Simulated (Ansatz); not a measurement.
Consider the ligand exchange at a B–O bond: `BOCF` + `C#C[SiH2]O` → `BO[SiH2]C#C` + `OCF`.

Isolated molecules relaxed with PBE0-D4/def2-TZVP in Ansatz; ΔE leaves out vibrations. CCSD(T)/CBS adds triple-zeta CCSD(T) − MP2 to the extrapolated MP2 energy (def2 sets, frozen cores). DFT in def2-TZVPP. B3LYP here is the variant with VWN-RPA as its local correlation; programs differ in this. One conformer a species, not always the lowest.

`BOCF`:

Cartesian coordinates in Å:
```
B -1.202 0.555 0.269
O -0.081 0.554 -0.483
C 0.904 -0.408 -0.306
F 1.932 0.140 0.402
H -1.379 -0.318 1.074
H -1.980 1.440 0.076
H 0.521 -1.266 0.256
H 1.285 -0.697 -1.288
```

`C#C[SiH2]O`:

Cartesian coordinates in Å:
```
C -1.219 -0.418 1.735
C -0.684 -0.178 0.680
Si 0.137 0.206 -0.908
O 1.730 -0.189 -0.867
H -1.695 -0.634 2.664
H -0.070 1.654 -1.165
H -0.459 -0.607 -1.988
H 2.260 0.164 -0.151
```

`BO[SiH2]C#C`:

Cartesian coordinates in Å:
```
B -1.212 -0.122 -1.851
O -1.065 -0.349 -0.531
Si 0.248 -0.805 0.365
C 0.779 0.600 1.390
C 1.152 1.519 2.076
H -0.277 -0.268 -2.595
H -2.290 0.221 -2.246
H -0.171 -1.921 1.240
H 1.359 -1.209 -0.529
H 1.478 2.334 2.682
```

`OCF`:

```xyz
6

O    -0.750    0.227    0.745
C     0.340   -0.049   -0.035
F     0.402    0.802   -1.121
H    -1.549   -0.038    0.280
H     0.328   -1.066   -0.443
H     1.229    0.123    0.574
```

```
         level  ΔE (kJ/mol)
  CAM-B3LYP-D4         -1.6
      PBE-QIDH         -0.9
         B3LYP         -1.3
         BHLYP         -2.0
     CAM-B3LYP         -0.7
       LC-ωPBE         -0.7
 CCSD/def2-SVP         -5.4
MP2/def2-QZVPP         -1.0
```

What does CCSD(T)/CBS give? (Estimate.)

The calculation gave: -1.3 kJ/mol. The listed levels differ from it by -0.3, 0.4, 0.0, -0.7, 0.6, 0.6, -4.1, 0.3 kJ/mol.

Largest T1 diagnostic among the species: 0.014.

Leaving LDA and LC-ωPBE aside and taking each functional with its dispersion term where it has one, the values, not all of them listed here, spread over 3.0 kJ/mol, from BHLYP-D4 to PBE-D4. In def2-TZVPP, CCSD(T) changes the Hartree–Fock value by +3.7 kJ/mol (the triples alone add +0.7 kJ/mol) and MP2 by +3.9 kJ/mol.
